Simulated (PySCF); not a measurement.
## Deuteron quadrupole couplings in `C=C=Cc1ccccc1`

Compound: C₉H₈.
Structure used (GFN2-xTB), in Å, numbered top down from 1:
```
atom  x, y, z in Å
C1     3.490    0.613   -0.160
C2     2.452   -0.138    0.013
C3     1.403   -0.895    0.185
C4     0.020   -0.439    0.095
C5    -1.021   -1.343    0.298
C6    -2.337   -0.930    0.218
C7    -2.636    0.392   -0.066
C8    -1.609    1.300   -0.272
C9    -0.292    0.890   -0.192
H10    3.958    1.137    0.659
H11    3.941    0.747   -1.131
H12    1.545   -1.945    0.412
H13   -0.795   -2.377    0.520
H14   -3.134   -1.641    0.380
H15   -3.665    0.714   -0.126
H16   -1.838    2.332   -0.494
H17    0.511    1.596   -0.349
```

Level: PBE0/pcSseg-1 (PySCF, non-relativistic); Q(2H) = 0.00286 b; rigid geometry, the same for H and D, with no vibrational averaging.

Question: Rank these positions by the coupling χzz of a deuteron there, largest first.
A. H15 (aromatic hydrogen)
B. H12 (hydrogen on carbon)
C. H10 (hydrogen on carbon)

Answer: C (225 kHz), A (220 kHz), B (216 kHz).

Question: Tabulate Vzz, the asymmetry η and χzz = 234.96 MHz × Q × Vzz for every hydrogen position.

Answer: 
```json
{"atom": "H10", "bonded to": "C1", "bond length (Å)": "1.079", "Vzz (au)": "0.3352", "η": "0.05", "χzz (kHz)": "225"}
{"atom": "H11", "bonded to": "C1", "bond length (Å)": "1.079", "Vzz (au)": "0.3351", "η": "0.05", "χzz (kHz)": "225"}
{"atom": "H12", "bonded to": "C3", "bond length (Å)": "1.084", "Vzz (au)": "0.3216", "η": "0.08", "χzz (kHz)": "216"}
{"atom": "H13", "bonded to": "C5", "bond length (Å)": "1.081", "Vzz (au)": "0.3249", "η": "0.08", "χzz (kHz)": "218"}
{"atom": "H14", "bonded to": "C6", "bond length (Å)": "1.081", "Vzz (au)": "0.3264", "η": "0.06", "χzz (kHz)": "219"}
{"atom": "H15", "bonded to": "C7", "bond length (Å)": "1.080", "Vzz (au)": "0.3281", "η": "0.06", "χzz (kHz)": "220"}
{"atom": "H16", "bonded to": "C8", "bond length (Å)": "1.081", "Vzz (au)": "0.3260", "η": "0.06", "χzz (kHz)": "219"}
{"atom": "H17", "bonded to": "C9", "bond length (Å)": "1.081", "Vzz (au)": "0.3221", "η": "0.07", "χzz (kHz)": "216"}
```

Question: A static deuteron (I = 1) shows a doublet split by (3/2)χ, (3/4)χ(1 + η) and (3/4)χ(1 − η) with the field along z, y and x of the gradient. What are these for H17?

Answer: With |χ| = 216.5 kHz and η = 0.067: 325, 173 and 151 kHz, to first order and without motion.

Geometry: GFN2-xTB, one conformer, isolated molecule. GFN2-xTB bond lengths can be off by several hundredths of an ångström, more for odd bonds, and the gradients follow them. A larger basis could move these couplings by a tenth or more.

The run behind these numbers computed NMR shieldings as well. Time: 24 s wall; peak memory 0.85 GiB. Hardware: one thread, Arm Neoverse V2 (aarch64), shared host.
